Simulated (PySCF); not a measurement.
# Exercise with solution: entropy of an ideal gas

formamidinium (CH5N2), SMILES NC=[NH2+], charge +1.

Geometry optimised at PBE0-D3(BJ)/def2-TZVP. The values are those of a single conformer.

PBE0-D3(BJ)/def2-TZVP run with PySCF 2.14.0 gives the harmonic wavenumbers 520, 550, 610, 635, 728, 1038, 1087, 1137, 1387, 1425, 1616, 1694, 1795, 3217, 3568, 3584, 3688, 3689 cm⁻¹ and the rotational temperatures 2.8892, 0.4961, 0.4234 K. The molar mass is 45.07 g/mol, the symmetry number 2, the spin multiplicity 1.

Task: Work out the entropy at 298.15 K and 1 atm in the rigid-rotor, harmonic-oscillator model.

Result: 
Translation (Sackur–Tetrode at 1 atm): S = R[1.5 ln M + 2.5 ln T − 1.16487] = 156.2 J/(mol K).
Rotation: q = (√π/σ) T^1.5/√(θA θB θC) = 5860, S = R[ln q + 3/2] = 84.6 J/(mol K).
Vibration: with u = 1.4388 ν/T, each mode gives R[u/(e^u − 1) − ln(1 − e^−u)]:
```
ν (cm⁻¹)  modes     u  S (J/(mol K))
--------  -----  ----  -------------
520           1  2.51           2.55
550           1  2.65           2.28
610           1  2.94           1.81
635           1  3.06           1.65
728           1  3.51           1.15
1038          1  5.01           0.34
1087          1  5.25           0.28
1137          1  5.49           0.22
1387          1  6.69           0.08
1425          1  6.88           0.07
1616          1  7.80           0.03
1694          1  8.17           0.02
1795          1  8.66           0.01
```
The stiffer modes add less than 0.005 each. Sum 10.5 J/(mol K).
Spin: R ln 1 = 0.0 J/(mol K).
Total 251.3 J/(mol K); the program's own thermochemistry gives 251.3. Translation makes up 62 % and vibration 4 %. Anharmonicity, hindered rotation and orbital degeneracy are left out.
